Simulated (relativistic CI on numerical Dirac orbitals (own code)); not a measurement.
## Gd¹⁹⁺: sensitivity of the levels to the model

Base calculation: Dirac-Coulomb-Breit CI, KLI orbitals optimised for each configuration, model QED (radiative potential, 1s self-energy scaled to tabulated hydrogen-like ionisation energies), unscaled Slater integrals.

Configuration list (outside the closed core [Ar] 3d10): 4s²4p⁶4d⁹, 4s²4p⁵4d¹⁰, 4s²4p⁶4d⁸4f, 4s4p⁶4d¹⁰, 4s²4p⁵4d⁹4f, 4s²4p⁶4d⁸5s, 4s²4p⁶4d⁸5p, 4s4p⁶4d⁹4f, 4s²4p⁶4d⁷4f5s, 4s²4p⁶4d⁸5d, 4s²4p⁶4d⁷5s5p, 4s²4p⁵4d⁹5s, 4s²4p⁶4d⁸5f, 4s²4p⁶4d⁸6s, 4s²4p⁵4d⁹5p, 4s²4p⁶4d⁸6p, 4s²4p⁶4d⁸5g, 4s²4p⁶4d⁸6d, 4s²4p⁵4d⁹5d, 4s4p⁶4d⁹5s, 4s4p⁶4d⁸4f5s, 4s²4p⁶4d⁸6f, 4s²4p⁶4d⁸7s, 4s²4p⁶4d⁷5s², 4s²4p⁶4d⁶4f5s², 4s²4p⁵4d⁷4f5s², 4s²4p⁶4d⁶5s²5p, 4p⁶4d⁹4f², 4p⁵4d¹⁰4f², 4p⁶4d⁸4f³, 4p⁵4d⁹4f³, 4p⁶4d⁸4f²5s, 4p⁶4d⁸4f²5p. Double excitations out of closed p, d and f shells are left out; levels of such configurations are missing from the list, as are those of other unlisted configurations, and high levels can miss mixing partners. These lack a partner that the ground configuration has and come out too high: 4s²4p⁶4d⁸5d, 4s²4p⁵4d⁹5s, 4s²4p⁶4d⁸5f, 4s²4p⁶4d⁸6s, 4s²4p⁵4d⁹5p.

Variants: (1) configuration mixing switched off; (2) QED terms removed. Shifts of the energy above 4s²4p⁶4d⁹ ²D5/2, in cm⁻¹, for the lowest level and the first level of each name with at least 55 % of one term (blank where a level changes its place among those of its configuration and J or its character, or is not in the variant):

```tsv
Level	Base	Δ(1)	Δ(2)
4s²4p⁶4d⁹ ²D5/2	0	0	0
4s²4p⁶4d⁹ ²D3/2	55096	-423	-152
4s²4p⁵4d¹⁰ ²P°3/2	1037430	+94903	+360
4s²4p⁶4d⁸4f ⁴F°7/2	1134896	-11885	+5
4s²4p⁶4d⁸4f ⁴F°9/2	1144325	-12003	-30
4s²4p⁶4d⁸4f ²P°1/2	1153898	-6820	-17
4s²4p⁶4d⁸4f ⁴I°15/2	1159131	-12285	-17
4s²4p⁶4d⁸4f ⁴D°7/2	1161283	-11219	-35
4s²4p⁶4d⁸4f ⁴H°13/2	1170549	-11896	-13
4s²4p⁶4d⁸4f ⁴D°1/2	1185386	-2666	-66
4s²4p⁶4d⁸4f ⁴G°7/2	1200146	-12000	-77
4s²4p⁶4d⁸4f ²K°13/2	1229998	-12267	-122
4s²4p⁶4d⁸4f ²H°11/2	1235264	-11744	-123
4s²4p⁶4d⁸4f ²K°15/2	1236502	-12277	-159
```

At this charge energies of transitions that change n are usually good to better than 1 %, and those within a shell (Δn = 0) to a few per cent.

Ionisation energy from the two ground configurations alone: base 600.717 eV. The NIST ASD value (theoretical) is 601 eV.

LS names give the leading component of a level, which can be under half, so a name can repeat, a term be missing and a line seem to break the LS rules.
